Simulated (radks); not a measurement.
Question: The mean radii <r> (bohr) of the occupied orbitals of an atom or ion are listed with their occupations. Method: Dirac Kohn-Sham, PBE, spin-unpolarised, spherical densities, finite nucleus; Fermi nuclear charge, rms radius of each element as measured or else 0.836 A^(1/3) + 0.57 fm; computed with a radial shooting solver on a logarithmic mesh with Libxc functionals.

| orbital | occ. | <r> |
|---|---|---|
| 1s1/2 | 2 | 0.02318 |
| 2s1/2 | 2 | 0.09846 |
| 2p1/2 | 2 | 0.08245 |
| 2p3/2 | 4 | 0.08897 |
| 3s1/2 | 2 | 0.2602 |
| 3p1/2 | 2 | 0.2498 |
| 3p3/2 | 4 | 0.2624 |
| 3d3/2 | 4 | 0.2339 |
| 3d5/2 | 6 | 0.2379 |
| 4s1/2 | 2 | 0.5920 |
| 4p1/2 | 2 | 0.6070 |
| 4p3/2 | 4 | 0.6352 |
| 4d3/2 | 4 | 0.6793 |
| 4d5/2 | 6 | 0.6893 |
| 5s1/2 | 2 | 1.418 |
| 5p1/2 | 2 | 1.591 |
| 5p3/2 | 4 | 1.680 |
| 4f5/2 | 4 | 0.9563 |
| 6s1/2 | 2 | 4.166 |
| 5d3/2 | 1 | 2.835 |

Name the element and its charge. Open shells, if any, fill j = l - 1/2 first.

Answer: Z = 61, promethium, charge 0: Pm in [Xe] 4f4 5d1 6s2. The 1s radius gives Z: for a bare nucleus <r> = (2 gamma + 1)/(2Z) with gamma = sqrt(1 - (Z/c)^2), 0.02288 bohr for Z = 61, and screening makes it slightly larger (0.02318 here). The occupations add up to 61, and the charge is Z minus that.
